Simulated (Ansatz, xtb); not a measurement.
System: GeTe (charge 0, triplet). This is an excited triplet: at this geometry the singlet lies 1.66 eV lower at CCSD(T)/CBS(def2-TZVPPD,def2-QZVPPD). 
Structure (B3LYP-D3(BJ)/def2-TZVP (Ansatz, a program for electronic structure) minimum search):
SMILES: [Ge]=[Te]
```xyz
2

Ge     0.0000     0.0000    -1.6237
Te     0.0000     0.0000     0.9992
```
Charge 0, spin multiplicity 3.

Harmonic wavenumbers from GFN2-xTB (xtb, at its own minimum), cm⁻¹: 249.

Give the harmonic wavenumbers at B3LYP-D3(BJ)/def2-TZVP (Ansatz, finite differences of forces, unscaled).

220 cm⁻¹. Zero-point energy 0.3 kcal/mol.

From these and the geometry, give the ideal-gas thermochemistry at 298.15 K and 1 atm (rigid rotor, harmonic oscillator).

Point group C∞v, rotational symmetry number 1. Rotational constants 1.587, 1.587 GHz. S(trans) 41.79, S(rot) 18.43, S(vib) 1.96, S(elec, spin only) 2.18, S 64.4 cal/(mol K). H(298) - H(0) 2.41 kcal/mol; G - E(el) -16.5 kcal/mol.
